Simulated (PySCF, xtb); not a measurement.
Li(OH) (HLiO), SMILES [Li][OH].

GFN2-xTB (xtb 6.7.1) at its own geometry gives an orbital gap of 4.12 eV and a dipole moment of 3.65 D.

Geometry: r2SCAN-D4/def2-TZVPD. The isomer is the one that the SMILES or the coordinates give; other isomers of the formula were not compared.

Problem. What does HF/def2-TZVPD (PySCF) give? (Estimate from the structure and the level; the computed values follow.)

Solution. gap 10.35 eV (levels -10.28 and 0.07 eV), dipole 4.73 D.
